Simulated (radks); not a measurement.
The numbers below are computed, except where a source is named.
Q: Radial electron density D(r) = 4 pi r^2 rho(r) of an atom or ion with 65 electrons. Code: a radial shooting solver on a logarithmic mesh with Libxc functionals. Model: Dirac Kohn-Sham, BLYP, spin-unpolarised, spherical densities, point nucleus.

```
   r/bohr * D(r) (the largest magnitude, 115, reaches the edge; | marks zero)
 0.001949 |     *
 0.002288 |       *
 0.002663 |         *
 0.003125 |           *
 0.003638 |              *
  0.00427 |                 *
 0.004971 |                     *
 0.005787 |                        *
 0.006791 |                            *
 0.007905 |                                *
 0.009277 |                                    *
   0.0108 |                                       *
  0.01257 |                                         *
  0.01475 |                                          *
  0.01718 |                                         *
  0.02016 |                                        *
  0.02347 |                                      *
  0.02732 |                                     *
  0.03206 |                                     *
  0.03732 |                                        *
   0.0438 |                                            *
  0.05099 |                                                 *
  0.05983 |                                                     *
  0.06965 |                                                      *
  0.08109 |                                                   *
  0.09516 |                                              *
   0.1108 |                                         *
     0.13 |                                         *
   0.1513 |                                            *
   0.1762 |                                                *
   0.2068 |                                              *
   0.2407 |                                       *
   0.2825 |                            *
   0.3288 |                     *
   0.3859 |                    *
   0.4492 |                       *
    0.523 |                        *
   0.6137 |                     *
   0.7145 |               *
   0.8384 |          *
   0.9761 |       *
    1.136 |     *
    1.333 |    *
    1.552 |   *
    1.822 | *
    2.121 |*
    2.469 |*
    2.897 |*
    3.373 *
    3.958 *
    4.608 *
    5.407 *
    6.295 *
    7.329 *
      8.6 *
    10.01 *
    11.75 *
    13.68 *
```

What is the nuclear charge?

A: Z = 65. The innermost maximum, from 1s, lies near gamma/Z bohr with gamma = sqrt(1 - (Z/c)^2) = 0.880, here 0.0135 bohr (found: 0.0150), and its height grows with Z. The density is that of neutral terbium in [Xe] 4f9 6s2; the configuration itself is not fixed sharply by these data, and Z only to a few units. D(r) has 4 maxima, at r = 0.0150, 0.0664, 0.185, 0.507 bohr, and minima at 0.0289, 0.121, 0.362 bohr, inside which lie 2.02, 11.15, 29.40 electrons.
